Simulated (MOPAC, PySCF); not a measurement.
CH$_{3}$NO, SMILES `NC=O`, neutral singlet in the gas phase. 

Z-matrix (Å, degrees):
```
C
O 1 1.2047
N 1 1.3517 2 124.79
H 3 1.0033 1 121.33 2 -180.00
H 3 1.0063 4 119.51 1 -179.99
H 1 1.1041 2 122.57 3 -179.99
```
Charge 0, spin multiplicity 1.

All levels are single points at this geometry (CAM-B3LYP-D3(BJ)/def2-TZVP); Pople sets use spherical d functions. Orbital energies aren't observables, and empty levels follow the basis.

AM1 in MOPAC gives dipole (D) = 3.53.

### Question
Estimate the dipole (D) from each of these levels: CAM-B3LYP-D3(BJ)/def2-TZVP in PySCF; PBE-D3(BJ)/def2-TZVP in PySCF; TPSSh-D3(BJ)/def2-TZVP in PySCF; B3LYP/3-21G in PySCF; B3LYP/6-311+G** in PySCF; BP86/6-31G* in PySCF; M06-2X/6-31G* in PySCF; PBE/6-31G* in PySCF; SVWN5/6-31G* in PySCF; HF/6-31G* in PySCF; PM3 in MOPAC; PM7 in MOPAC.

### Answer

| level | dipole (D) |
|---|---|
| CAM-B3LYP-D3(BJ)/def2-TZVP in PySCF | 4.01 |
| PBE-D3(BJ)/def2-TZVP in PySCF | 3.82 |
| TPSSh-D3(BJ)/def2-TZVP in PySCF | 3.91 |
| B3LYP/3-21G in PySCF | 3.69 |
| B3LYP/6-311+G** in PySCF | 4.03 |
| BP86/6-31G* in PySCF | 3.71 |
| M06-2X/6-31G* in PySCF | 3.86 |
| PBE/6-31G* in PySCF | 3.68 |
| SVWN5/6-31G* in PySCF | 3.76 |
| HF/6-31G* in PySCF | 4.17 |
| PM3 in MOPAC | 3.62 |
| PM7 in MOPAC | 4.08 |
